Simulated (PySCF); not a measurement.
Si(H)2(Br)(OMe) (CH₅BrOSi), SMILES CO[SiH2]Br. Geometry: PBE0-D3(BJ)/def2-SVP. One conformer was computed; it need not be the lowest.

Level of theory: PBE0-D3(BJ)/def2-SVP in PySCF 2.14.0.

Harmonic wavenumbers (cm⁻¹): 80, 100, 176, 278, 432, 610, 735, 786, 889, 943, 1175, 1179, 1225, 1473, 1474, 1478, 2247, 2304, 3023, 3108, 3155. Rotational constants (GHz): 7.527, 1.750, 1.487; symmetry number 1.

Question: Work out the zero-point energy and the ideal-gas rigid-rotor harmonic-oscillator thermochemistry at 298.15 K and 1 atm.

Answer: ZPE = ½ Σ hcν = ½ × 26873 cm⁻¹ = 160.73 kJ/mol. H − E(el) = 179.42 kJ/mol. Entropy in J/(mol K): translation 170.47, rotation 113.80, vibration 56.24, total 340.51. G − E(el) = 77.90 kJ/mol. Cp = 88.43 J/(mol K). Modes under 150 cm⁻¹ make the vibrational entropy uncertain.
